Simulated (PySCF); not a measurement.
Species: C7H18Si.
Structure used (PBE0-D3(BJ)/def2-SVP), in Å, numbered top down from 1:
```
atom  x, y, z in Å
C1    -2.8132    0.4039   -0.8845
C2    -1.6358    0.4657    0.0835
C3    -2.0542   -0.0093    1.4723
C4    -0.3895   -0.2583   -0.4703
C5    -0.5722   -1.7680   -0.5944
C6     0.8678    0.0943    0.3341
C7     2.1844   -0.2923   -0.3388
Si8    3.7144    0.2359    0.6265
H9    -2.5277    0.7514   -1.8899
H10   -3.6434    1.0366   -0.5340
H11   -3.2066   -0.6204   -0.9837
H12   -1.3477    1.5294    0.1737
H13   -2.8833    0.6035    1.8584
H14   -2.4039   -1.0539    1.4534
H15   -1.2312    0.0559    2.1997
H16   -0.2349    0.1420   -1.4903
H17   -0.6407   -2.2480    0.3949
H18    0.2734   -2.2302   -1.1248
H19   -1.4823   -2.0256   -1.1560
H20    0.8125   -0.3844    1.3280
H21    0.8643    1.1820    0.5264
H22    2.2457   -1.3833   -0.4912
H23    2.2454    0.1572   -1.3461
H24    4.9629   -0.1605   -0.0963
H25    3.7282    1.7210    0.8155
H26    3.7283   -0.4032    1.9802
```

The calculation used PBE0-D3(BJ)/def2-SVP geometry optimisation, gas phase (PySCF 2.14.0).

Masses are those of the commonest isotopes; rigid-rotor values at the optimised geometry. The values belong to one conformer with, in the numbering `[CH3:1][CH:2]([CH3:3])[C@H:4]([CH3:5])[CH2:6][CH2:7][SiH3:8]`, C1–C2–C4–C5 -67°, C2–C4–C6–C7 -166°, C4–C6–C7–Si8 177°.

What are A, B and C (MHz)?

Ia = 148.91, Ib = 791.77, Ic = 831.34 u·Å²; 505379 MHz·u·Å²/I gives A = 3394, B = 638.3, C = 607.9 MHz.

Classify the top.

A near-prolate asymmetric top. Ray's parameter κ = (2B − A − C)/(A − C) = -0.978; −1 is the prolate and +1 the oblate limit.

What does the inertial defect say?

Not planar: Δ = Ic − Ia − Ib = -109.34 u·Å². For a rigid frame Δ = −2 Σ m c², so Σ m c² = 54.67 u·Å² lies off the ab plane: 23.44 from hydrogen and 31.23 from heavier atoms. The atom farthest from that plane is 1.88 Å away.

Give the other two planar moments, Paa and Pbb, and the rms extents of the mass along the axes.

Paa = Σ m a² = (Ib + Ic − Ia)/2 = 737.10 and Pbb = Σ m b² = (Ia + Ic − Ib)/2 = 94.24 u·Å². With the mass M = 130.12 u, the rms extents √(P/M) along a, b and c are 2.38, 0.85, 0.65 Å.

Where do the levels up to J = 2 lie, in MHz?

Above 0(0,0):
J = 1: 1(0,1) 1246, 1(1,1) 4002, 1(1,0) 4032
J = 2: 2(0,2) 3738, 2(1,2) 6464, 2(1,1) 6555, 2(2,1) 14822, 2(2,0) 14822
The levels of one J sum to (2J + 1)J(J + 1)(A + B + C)/3.

Predict some low-J microwave lines.

The dipole components are |μa| = 0.83 D, |μb| = 0.40 D, |μc| = 0.12 D. The squared components, which scale the intensities, stand as 1.00 : 0.23 : 0.02 (a : b : c). Some lines, for components of 0.1 D or more:

| type | branch | J(Ka,Kc) | MHz | lower level (cm⁻¹) |
| --- | --- | --- | --- | --- |
| a | R | 2(1,2) ← 1(1,1) | 2462 | 0.133 |
| a | R | 2(1,1) ← 1(1,0) | 2523 | 0.134 |
| c | Q | 3(1,3) ← 3(0,3) | 2681 | 0.249 |
| b | Q | 1(1,0) ← 1(0,1) | 2786 | 0.042 |
| a | R | 4(3,2) ← 3(3,1) | 4985 | 1.081 |
| c | R | 2(1,1) ← 1(0,1) | 5309 | 0.042 |
| a | R | 5(2,4) ← 4(2,3) | 6230 | 0.785 |
| a | R | 5(4,2) ← 4(4,1) | 6232 | 1.894 |
| a | R | 5(3,3) ← 4(3,2) | 6232 | 1.248 |
| c | Q | 3(2,2) ← 3(1,2) | 8221 | 0.345 |
| b | Q | 3(2,2) ← 3(1,3) | 8404 | 0.339 |
| b | R | 5(1,5) ← 4(0,4) | 8776 | 0.416 |
| c | R | 5(1,4) ← 4(0,4) | 9232 | 0.416 |
| c | R | 2(2,0) ← 1(1,0) | 10790 | 0.134 |
| c | R | 3(2,2) ← 2(1,2) | 12096 | 0.216 |
| b | R | 3(2,1) ← 2(1,2) | 12098 | 0.216 |
| b | R | 4(2,2) ← 3(1,3) | 13392 | 0.339 |
| b | Q | 5(3,3) ← 5(2,4) | 13856 | 0.993 |
| c | R | 4(3,1) ← 3(2,1) | 18838 | 0.619 |
| c | Q | 5(4,2) ← 5(3,2) | 19394 | 1.455 |
| b | Q | 5(4,1) ← 5(3,2) | 19394 | 1.455 |
| b | R | 5(3,3) ← 4(2,2) | 20083 | 0.785 |
| c | R | 5(3,2) ← 4(2,2) | 20083 | 0.785 |
| b | R | 4(4,1) ← 3(3,0) | 24380 | 1.081 |
| c | R | 5(5,0) ← 4(4,0) | 31168 | 1.894 |

Estimate the classical rotational partition function at 100 K, 298.15 K and 500 K.

Point group C1, symmetry number σ = 1; q = (√π/σ)·√((kT/h)³/(ABC)), k/h = 20836.6 MHz/K: 147000 at 100 K, 756000 at 298.15 K, 1640000 at 500 K.

PBE0-D3(BJ)/def2-SVP frequencies: not computed here. Constants of a rigid frame at the computed geometry: no zero-point averaging, no centrifugal distortion. A rigid rotor knows nothing of internal rotation, which can split or shift real lines.
